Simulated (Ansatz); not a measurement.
System: MoH, net charge 0, sextet state. The spin state was set by rule; other spins were not relaxed. SMILES: [MoH]
Geometry: optimised at B3LYP-D3(BJ)/def2-TZVP (Ansatz, a first-principles code).

Parts of the frozen-core correlation energy in def2-SVP (Ansatz, hartree). Frozen orbitals: 4; correlated occupied orbitals by spin: 6 and 1; virtual: 26 and 31. Open shells are spin-unrestricted. No spin-orbit coupling. In def2 rows, elements after Kr have scalar-relativistic effective core potentials.

```
term                           value
-------------------------  ---------
reference (HF)             -68.08847
MP2 opposite-spin                  ?
MP2 same-spin               -0.05030
CCSD correlation                   ?
(T)                                ?
CCSDT minus CCSD(T)         -0.00054
CCSDT(Q) minus CCSD(T)      -0.00060
T1 diagnostic                  0.026
largest doubles amplitude      0.050
<S^2> of the reference         8.827
```

Q: Some entries are withheld; supply them.

A: 
- MP2 opposite-spin, value: -0.02923
- CCSD correlation, value: -0.09500
- (T), value: -0.00212
